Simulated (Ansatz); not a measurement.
Gas-phase electronic energies from Ansatz, PBE0-D4/def2-TZVP geometries. CCSD(T)/CBS is the MP2 limit (def2-TZVPP, def2-QZVPP) plus CCSD(T) − MP2 in def2-TZVPP, frozen cores. Functionals use def2-TZVPP.

Consider the formal exchange of groups at a B–C bond: `BC(F)(F)F` + `C#CC(F)(F)F` → `BC#C` + hexafluoroethane.

`BC(F)(F)F`:

Cartesian coordinates in Å:
```
B 0.455 -0.850 -0.036
C -0.346 0.530 0.030
F -1.243 0.708 -0.949
F -0.987 0.755 1.185
F 0.593 1.499 -0.104
H 0.639 -1.345 -1.100
H 0.890 -1.298 0.975
```

`C#CC(F)(F)F`:

Cartesian coordinates in Å:
```
C 0.070 1.534 0.826
C 0.023 0.482 0.260
C -0.037 -0.803 -0.433
F -1.116 -1.499 -0.068
F 1.037 -1.548 -0.161
F -0.090 -0.636 -1.756
H 0.112 2.471 1.331
```

`BC#C`:

```xyz
6

B    -0.813   -0.750    0.247
C     0.264    0.243   -0.080
C     1.131    1.043   -0.344
H    -1.390   -0.678    1.290
H    -1.089   -1.607   -0.535
H     1.896    1.748   -0.577
```

`FC(F)(F)C(F)(F)F`:

Cartesian coordinates in Å:
```
F 0.113 1.049 -1.392
C 0.431 0.003 -0.644
F 0.214 -1.107 -1.334
F 1.715 0.072 -0.325
C -0.431 -0.003 0.644
F -1.715 -0.073 0.325
F -0.112 -1.048 1.393
F -0.215 1.108 1.334
```

CCSD(T)/CBS gives -0.70 eV.

Task: Another level gave -0.80 eV. Which?
A. PBE0-D4/def2-TZVPP
B. SCS-MP2/def2-TZVPP
C. B97M-V/def2-TZVPP
D. r2SCAN0-D4/def2-TZVPP

Result: D. r2SCAN0-D4 -0.80, SCS-MP2/def2-TZVPP -0.66, PBE0-D4 -0.73, B97M-V -0.85 eV.

Largest T1 diagnostic among the species: 0.014.

From BLYP to BHLYP (50 % exact exchange), in def2-TZVPP and without D4, ΔE moves by −0.10 eV. In def2-TZVPP, CCSD(T) changes the Hartree–Fock value by +0.06 eV (the triples alone add −0.00 eV) and MP2 by +0.07 eV. Leaving LDA and LC-ωPBE aside and taking each functional with its dispersion term where it has one, the values, not all of them listed here, spread over 0.20 eV, from B97M-V to BLYP-D4. LDA lies −0.09 eV from PBE without D4.
